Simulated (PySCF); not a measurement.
**Interval between two levels of Pd²⁺ by level of theory**

Pd²⁺ [Kr] 4d8 [3F4, M_J = 4] → Pd²⁺ [Kr] 4d7 5p1 [5G6, M_J = 6], as a difference of total energies. Computed with PySCF 2.14 in x2c-TZVPall-2c (8s9p7d1f, 77 functions), with the two-component X2C-1e Hamiltonian. Correlated levels: [Ar] 3d10 frozen; the 6 highest virtual spinors dropped. "Screened" scales the spin-orbit matrix elements by Boettger's factors to mimic the two-electron term; Breit and QED terms are absent.

```csv
method,interval between two levels (cm⁻¹)
GHF (spin-free),101480
GMP2 (spin-free),106140
GHF (screened spin-orbit),102020
GMP2 (screened spin-orbit),106730
```

The labels give the starting determinants; with spin-orbit coupling the two ends relaxed to ⟨J²⟩ = 20.01, ⟨L²⟩ = 12.06, ⟨S²⟩ = 2.00 and ⟨J²⟩ = 42.01, ⟨L²⟩ = 20.27, ⟨S²⟩ = 5.91.
